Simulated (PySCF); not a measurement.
CHOS, charge +1, singlet, at a GFN2-xTB geometry. Base run: SVWN5/pcseg-1 (PySCF).

PySCF was given this input:
```python
from pyscf import gto, scf, dft

mol = gto.M(
    atom='''
O    -0.34180530    0.10102109   -1.68704513
C    -0.13121664    0.04098022   -0.58326032
S     0.27585043   -0.09473859    0.97470948
H    -0.89186473    0.46176743    1.40057134
''',
    basis='pcseg-1',
    charge=1,
    verbose=4,
)

mf = dft.RKS(mol)
mf.xc = 'lda,vwn'
mf.kernel()
mf.analyze()
```

Variants of this job, named by their change:

| change | E (Eh) | HOMO (eV) | HOMO-LUMO gap (eV) | core-seconds (rough) |
|---|---|---|---|---|
| base | -509.49836 | -15.16 | 4.67 | 0.9 |
| functional = m062x | -511.67416 | -17.45 | 9.37 | 2 |
| functional = bhandhlyp | -511.66589 | -17.42 | 9.41 | 2 |
| functional = b97-1 | -511.66864 | -16.02 | 6.70 | 2 |
| functional = lc_wpbe | -511.54232 | -18.94 | 12.19 | 3 |
| functional = wb97x_v | -511.63518 | -18.59 | 11.77 | 60 |
| functional = blyp; dispersion = d3zero | -511.73791 | -14.86 | 4.68 | 2 |
| functional = o3lyp | -511.70274 | -15.59 | 5.85 | 2 |
| functional = tpssh | -511.75704 | -15.62 | 5.86 | 3 |
| functional = pw6b95 | -512.19479 | -16.38 | 7.24 | 2 |
| functional = revpbe | -511.64872 | -14.99 | 4.75 | 2 |
| functional = bp86 | -511.78996 | -15.13 | 4.73 | 2 |
| functional = camb3lyp | -511.70262 | -17.59 | 9.61 | 3 |

Absolute energies of different levels of theory aren't comparable as measures of quality.
